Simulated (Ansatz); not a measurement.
Geometry optimisation, RKS CAM-B3LYP/def2-SVP in Ansatz 0.2.0.

Input:

```yaml
crystal:
  periodic: [false, false, false]
  atoms:
    - { symbol: F, position_ang: [-0.4508, -1.0911, 1.4392] }
    - { symbol: In, position_ang: [0.1148, -0.5747, 0.108] }
    - { symbol: F, position_ang: [1.4743, -0.512, -0.1546] }
    - { symbol: S, position_ang: [0.0954, 1.2995, -0.4382] }
    - { symbol: H, position_ang: [1.38079, 1.20603, 0.2909] }
basis:
  gaussian: { orbitals: def2-SVP }
hamiltonian:
  xc: cam_b3lyp
relax:
  f_tol: 0.015
  max_steps: 40
```

Launched with:

```bash
$ ansatz run input.yaml --threads 2 --pin off --max-ram 3072MiB --backend cpu --events-out ev --progress --plain --runs-dir out
```

Q: Where does it end, and by what steps?

A: The forces met the threshold. After 10 steps the energy has fallen by 20.328 eV; H5 moved furthest, 1.16 Å. The start is strongly strained (largest force component 66 eV/Å).

```tsv
step	energy less start (eV)	largest force component (eV/Å)	accepted
0	0.0000	66.078	yes
1	-14.5677	15.680	yes
2	-18.4358	5.052	yes
3	-19.5469	0.752	yes
4	-19.8692	0.773	yes
5	-20.0992	0.759	yes
6	-20.2098	0.842	yes
7	-20.2993	0.123	yes
8	-20.3250	0.139	yes
9	-20.3277	0.017	yes
10	-20.3281	0.010	yes
```

```xyz
5
Properties=species:S:1:pos:R:3
F -0.951 -1.595 1.361
In 0.349 -0.460 0.481
F 2.020 -1.359 0.067
S -0.018 1.811 -0.060
H 1.214 1.932 -0.603
```

Whether the end is a true minimum wasn't checked by a vibrational analysis.

Time of the run: 27 s on 2 threads of Arm Neoverse V1, on a shared host, peak memory 0.22 GiB.
